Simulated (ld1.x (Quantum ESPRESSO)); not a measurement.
Pseudopotential generation for Au: RRKJ, PBE, scalar-relativistic.

Input for ld1.x (Quantum ESPRESSO) 7.5:

```
&input
   title='Au', zed=79., rel=1, dft='PBE', iswitch=3,
   config='[Xe] 4f14 5d10 6s1 6p0',
   nld=3, rlderiv=2.50, eminld=-10.0, emaxld=5.0, deld=0.04
 /
 &inputp
   pseudotype=2, tm=.false., rho0=0.02, lloc=2,
   nlcc=.true., new_core_ps=.true., rcore=1.25,
   file_pseudopw='Au.UPF', file_wfcaegen='ae.wfc', file_wfcncgen='nc.wfc', file_beta='beta', file_chi='chi'
 /
3
5S  1  0   2.00   0.00  1.60  1.60  0.0
5P  2  1   6.00   0.00  1.55  1.55  0.0
5D  3  2  10.00   0.00  2.30  2.30  0.0
 &test
   configts(1)='5s2 5p6 5d10 6s1 6p0'
 /
```

Command:

```bash
ld1.x < Au.in > Au.out
```

The program printed (shortened: banner, matrices, multipoles, cross overlaps and the repeated all-electron block are left out):

```
[... start of the log left out ...]
       (This warning will only be printed once per wavefunction)

     Computing logarithmic derivative in   2.48885
     Computing the partial wave expansion
     R is outside the sphere for l=    0 j= 0.00
     R is outside the sphere for l=    1 j= 0.00
       no projector for channel:   2

     ---------------------- Testing the pseudopotential ----------------------

     Au
     scalar relativistic calculation

     atomic number is 79.00   valence charge is 19.00
     dft =PBE   lsd =0 sic =0 latt =0  beta=0.20 tr2=1.0E-14
     mesh =1279 r(mesh) = 100.03820 xmin = -7.00 dx = 0.01250

     n l     nl             e AE (Ry)        e PS (Ry)    De AE-PS (Ry)
     1 0     5S   1( 2.00)       -7.96492       -6.92815       -1.03677  !
     2 1     5P   1( 6.00)       -4.39388       -1.35309       -3.04079  !
     3 2     5D   1(10.00)       -0.50544       -0.00000       -0.50544  !
     2 0     6S   1( 1.00)       -0.42349       -0.12705       -0.29645  !
     3 1     6P   1( 0.00)       -0.05661       -0.05661        0.00000

     eps = 1.0E-02  iter =201

     Etot =  -38023.750736 Ry,  -19011.875368 Ha, -517339.483893 eV
     Etotps =   -58.919806 Ry,     -29.459903 Ha,    -801.644793 eV

     Ekin =      83.215559 Ry,      41.607779 Ha,    1132.205358 eV
     Encl =    -158.284258 Ry,     -79.142129 Ha,   -2153.567036 eV
     Ehrt =      31.334292 Ry,      15.667146 Ha,     426.324760 eV
     Ecxc =     -15.185399 Ry,      -7.592699 Ha,    -206.607874 eV
     (Ecc =      -7.054155 Ry,      -3.527078 Ha,     -95.976669 eV)

     ---------------------- End of pseudopotential test ----------------------
```

The run took about 2.2 s on one core of a shared server CPU.
